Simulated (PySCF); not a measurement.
# Electronic structure of Xe (xenon, neutral) at the UHF level

Configuration: [Kr] 4d10 5s2 5p5 6s1, high-spin 3P determinant (an excited configuration). Computed with PySCF 2.14 in aug-cc-pV5Z-PP with ECP28MDF, with scalar relativity through the core potential.

```json
{"Total energy": "-328.000250 hartree", "One-electron energy": "-567.1058 hartree", "Hartree (Coulomb) energy": "261.5821 hartree", "Exchange energy": "-22.4766 hartree", "⟨S²⟩": "2.0100", "⟨L²⟩": "2.099", "Sum of ⟨r⟩": "35.32 bohr", "Sum of ⟨r²⟩": "84.32 bohr²", "Traceless quadrupole moment −½Σ⟨3z² − r²⟩ along its main axis": "-0.342 e·bohr²", "Time after the integrals": "of the order of 8 core-seconds"}
```

```csv
shell,electrons,mean orbital energy (eV),spread (eV),"rms radius, mean of both spins (bohr)"
4s α,1,-233.62,0,0.767
4s β,1,-233.31,0,0.767
4p α,3,-171.91,0.747,0.820
4p β,3,-171.62,0.075,0.820
4d α,5,-77.460,0.783,0.934
4d β,5,-77.241,0.404,0.934
5s α,1,-32.639,0,1.97
5s β,1,-29.802,0,1.97
5p α,3,-16.889,1.760,2.37
5p β,2,-15.736,0,2.37
6s α,1,-3.339,0,5.88
```

Energies and moments cover only the electrons outside the core potential. The outer electron is Rydberg-like, and this basis confines it to a smaller radius and binds it less than a complete one would.
